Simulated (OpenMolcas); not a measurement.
# Tb3+: effect of the metal basis and ligand basis

Tb3+ with 6 ligands (fluoride) in octahedral coordination (Oh) at 2.23 Å. A charge of +0.5 e stands 2.4 Å behind each ligand.

```
Program             : OpenMolcas 26.06
Method              : CASSCF
Spin-orbit coupling : state interaction with AMFI integrals over the reference wave functions
```

Fixed: active space 8 electrons in 7 orbitals (4f), DKH2 Hamiltonian.

States (labels of O, the rotations of Oh). Energies in cm-1 above the lowest state or level, χT in cm3 K/mol.

```json
{"Run": "A", "Metal basis": "ANO-RCC-VDZP", "Ligand basis": "ANO-RCC-VDZP", "Ground state": "7A2", "First state of that spin": "7T2 360.1", "First gap with spin-orbit (degeneracies)": "42.4 (1, 3)", "Width of lowest J": "455", "χT at 300 K": "11.495", "Cost": "roughly 60 core-seconds"}
{"Run": "B", "Metal basis": "ANO-RCC-VTZP", "Ligand basis": "ANO-RCC-VTZP", "Ground state": "7A2", "First state of that spin": "7T2 396.7", "First gap with spin-orbit (degeneracies)": "43.8 (1, 3)", "Width of lowest J": "479", "χT at 300 K": "11.471", "Cost": "roughly 4 core-minutes"}
```

Against A, the width of the lowest J multiplet changes by +5.3 % in B.

Costs are those of the RASSCF and RASSI steps.

High states are left out of the spin-orbit mixing, which shifts the levels that they would mix with. Without dynamic correlation the ligand-field splitting of an f shell can come out too small, at times by half. No measured value stands beside these numbers; the geometry was imposed, not optimised, and the real ion may take another.
